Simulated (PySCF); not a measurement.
**`FB(F)[C@H]1[SiH2]C[C@@H]1F`, C3H6BF3Si**

Geometry (Å), atoms numbered from 1 in this order:
```xyz
14

F     2.1185   -0.7817    1.5289
B     1.8659   -0.8367    0.2294
F     2.6496   -1.6782   -0.4267
C     0.6813   -0.1004   -0.4299
Si   -1.0358   -1.0054   -0.3688
C    -1.4416    0.7878    0.1497
C     0.0547    1.1020    0.2953
F     0.4019    2.2973   -0.2936
H     0.8912    0.1695   -1.4652
H    -1.5035   -1.4947   -1.6623
H    -1.1672   -2.0003    0.6928
H    -1.8630    1.3888   -0.6547
H    -2.0281    0.9788    1.0444
H     0.3754    1.1729    1.3383
```

Theory: TDDFT B3LYP/def2-SVPD circular dichroism and optical rotation, one conformer, gas phase (PySCF). Geometry: GFN2-xTB.

The molecule is flexible and this is one conformer; a measurement averages over conformers. States above about 8.4 eV (minus the energy of the highest occupied orbital) lie near or above the ionisation threshold and depend on the basis.

**Question.** Assign R or S to each stereocentre.

**Answer.** C4 R, C7 S.

**Question.** Which excitations and rotatory strengths does the calculation give?

**Answer.** Rotatory strengths R in 10⁻⁴⁰ esu² cm², velocity form and length form (origin at the centre of mass); f in length form.
```tsv
state	E (eV)	λ (nm)	f	R (velocity)	R (length)	main
1	6.86	181	0.072	-2.5	-0.1	HOMO→LUMO 0.56, HOMO−1→LUMO 0.40
2	6.93	179	0.050	-18.0	-17.4	HOMO−1→LUMO 0.56, HOMO→LUMO 0.39
3	7.33	169	0.052	+47.4	+47.1	HOMO→LUMO+1 0.93
4	7.45	166	0.037	+31.6	+31.0	HOMO→LUMO+2 0.81, HOMO−1→LUMO+1 0.10
5	7.55	164	0.043	+1.9	+2.0	HOMO−1→LUMO+1 0.83, HOMO→LUMO+2 0.12
6	7.69	161	0.058	-11.6	-11.3	HOMO−2→LUMO 0.72, HOMO−1→LUMO+2 0.20
7	7.76	160	0.019	+4.4	+4.1	HOMO−1→LUMO+2 0.76, HOMO−2→LUMO 0.17
8	7.92	157	0.005	+21.5	+22.6	HOMO→LUMO+3 0.78
9	8.06	154	0.009	+27.4	+26.6	HOMO−3→LUMO 0.77, HOMO→LUMO+3 0.09
10	8.12	153	0.031	-16.6	-15.0	HOMO−2→LUMO+1 0.75, HOMO−3→LUMO 0.09
11	8.19	151	0.016	-7.7	-9.4	HOMO−1→LUMO+3 0.80
12	8.38	148	0.028	-19.0	-19.0	HOMO→LUMO+4 0.71, HOMO−2→LUMO+2 0.08
13	8.42	147	0.006	-18.2	-17.6	HOMO−2→LUMO+2 0.88, HOMO→LUMO+4 0.08
14	8.52	146	0.001	-2.0	-1.9	HOMO→LUMO+5 0.80
15	8.62	144	0.032	+9.0	+9.2	HOMO−1→LUMO+4 0.81
16	8.70	143	0.007	+4.7	+5.0	HOMO−3→LUMO+1 0.84
```

Among the states computed, the strongest CD band (largest |R|) is state 3. The largest dissymmetry factor in size, g = 4R/(D+G), with D and G the electric and magnetic dipole strengths, is +0.05 for state 8 (velocity form, f = 0.005), among bands with |R| over 0.5. The mirror image has the same energies and oscillator strengths and all R with the opposite sign.
